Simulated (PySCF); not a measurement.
# Se (selenium, neutral): UHF calculation

Configuration: [Ar] 3d10 4s2 4p4, high-spin 3P determinant. All numbers are calculated (PySCF 2.14, the non-relativistic Hamiltonian (point nucleus), in def2-TZVP).

| Quantity | Value |
| --- | --- |
| Total energy | -2399.827191 hartree |
| One-electron energy | -3343.4082 hartree |
| Hartree (Coulomb) energy | 1029.1305 hartree |
| Exchange energy | -85.5496 hartree |
| Kinetic energy | 2399.81260 hartree |
| ⟨S²⟩ | 2.0102 |
| ⟨L²⟩ | 2.039 |
| Sum of ⟨r⟩ | 25.39 bohr |
| Sum of ⟨r²⟩ | 41.04 bohr² |
| Traceless quadrupole moment −½Σ⟨3z² − r²⟩ along its main axis | -2.67 e·bohr² |
| Density at the nucleus (Gaussians lack the cusp) | 26300 bohr⁻³ |
| Spin density at the nucleus | -0.306 bohr⁻³ |
| Langevin diamagnetic susceptibility | -32.5 ×10⁻⁶ cm³/mol |
| Time after the integrals | 0.22 s of wall time on 1 thread of Neoverse-V1 (shared host) |

```
shell  electrons  mean orbital energy (eV)  spread (eV)  rms radius, mean of both spins (bohr)
 1s α          1                  -12540.8            0                                 0.0521
 1s β          1                  -12540.6            0                                 0.0521
 2s α          1                   -1650.8            0                                  0.216
 2s β          1                   -1650.8            0                                  0.216
 2p α          3                   -1476.7        0.170                                  0.191
 2p β          3                   -1476.5        0.054                                  0.191
 3s α          1                   -243.18            0                                  0.623
 3s β          1                   -242.82            0                                  0.623
 3p α          3                   -181.47        0.550                                  0.641
 3p β          3                   -180.99        0.067                                  0.641
 3d α          5                   -72.157        0.513                                  0.693
 3d β          5                   -71.916        0.277                                  0.693
 4s α          1                   -25.442            0                                   2.00
 4s β          1                   -20.168            0                                   2.00
 4p α          3                   -11.586        1.730                                   2.48
 4p β          1                    -9.468            0                                   2.48
```
